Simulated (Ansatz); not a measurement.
`BS` + `CSC=N` → `BN=CSC` + H₂S  (ligand exchange at a B–S bond)

Calculated with Ansatz (gas phase, PBE0-D4/def2-TZVP geometries, no zero-point term in ΔE). CBS: MP2 limit from def2 TZ/QZ plus the TZ coupled-cluster correction, frozen cores. This one scheme is used for every species. Functionals use def2-TZVPP. Each species was taken in one conformer, which may not be the lowest.

CCSD(T)/CBS gives -17.3 kJ/mol.

Question: Another level gave -16.4 kJ/mol. Which?
A. CCSD/def2-TZVPP
B. HF/def2-TZVPP
C. PBE0/def2-TZVPP
D. PBE/def2-TZVPP

Answer: A. CCSD/def2-TZVPP -16.4, PBE -26.4, HF/def2-TZVPP -11.2, PBE0 -21.4 kJ/mol.

Largest T1 diagnostic among the species: 0.015.

From PBE to PBE0 (25 % exact exchange), in def2-TZVPP and without D4, ΔE moves by +5.0 kJ/mol. In def2-TZVPP, CCSD(T) changes the Hartree–Fock value by −5.9 kJ/mol (the triples alone add −0.7 kJ/mol) and MP2 by −6.6 kJ/mol.
